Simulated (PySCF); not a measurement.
Electron correlation in Te(2+) (tellurium, charge +2)

[Kr] 4d10 5s2 5p2, high-spin 3P determinant. Computed with PySCF 2.14 in aug-cc-pVQZ-PP with ECP28MDF (7s7p5d3f2g, 92 functions), with a scalar-relativistic core potential. Frozen: 4s2 4p6 4d10; 4 electrons correlated.

MP2 pair energies summed by pair of shells (mhartree):

```csv
pair,energy,share (%)
5s-5p,-32.93,63.1
5s-5s,-14.32,27.5
5p-5p,-4.92,9.4
```

Total MP2 correlation energy: -52.17 mhartree.

Same-spin part -8.32 and opposite-spin part -43.85 mhartree; SCS-MP2 scales them by 1/3 and 6/5 to -55.40 mhartree.
